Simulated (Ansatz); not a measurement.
The same path of BFH2O + ClH (7 atoms, charge 0, multiplicity 1) was run twice with different band settings. Lost on the way: Cl6–H7. Made: B1–Cl6, O2–H7.

The calculation used RHF/cc-pVDZ (Ansatz 0.2.0).

Relaxed end points:

```xyz
7
Properties=species:S:1:pos:R:3
B -0.111 -0.630 -0.061
O -0.451 0.181 0.958
H -1.152 -0.154 1.499
F 0.865 -0.219 -0.855
H -0.644 -1.678 -0.273
Cl 0.553 3.257 2.121
H 0.294 2.128 1.569
```

```xyz
7
Properties=species:S:1:pos:R:3
B -0.083 0.407 -0.066
O -0.286 -0.037 1.662
H -0.718 0.653 2.155
F 1.246 0.166 -0.173
H -0.846 -0.327 -0.608
Cl -0.538 2.182 -0.055
H 0.577 -0.159 2.044
```

Common settings: movable images 7; climbing image yes; spring 5.0 eV/Å²; optimiser quadratic models (default); force threshold 0.03 eV/Å; iteration limit 60; end points relaxed.

| run | start path |
| --- | --- |
| 1 | through a guess of the saddle point |
| 2 | straight line |

Question: What does each run give, and how far can it be trusted?

Answer: Run 1: converged after 17 iterations, highest image 1.579 eV above the first end. Neighbouring images differ by up to 1.2 eV, so the band resolves the path poorly. A vibrational analysis at the climbing image gives one clearly imaginary mode, 996i cm⁻¹: a first-order saddle point.
Run 2: converged after 22 iterations, highest image 1.579 eV above the first end. Neighbouring images differ by up to 1.2 eV, so the band resolves the path poorly. Another band between the same ends (7 images) ends at a top of the same energy, where a vibrational analysis finds 1 clearly imaginary mode.
The orbitals stay closed-shell, which can raise the energy where a bond breaks towards radicals; this wasn't checked here.
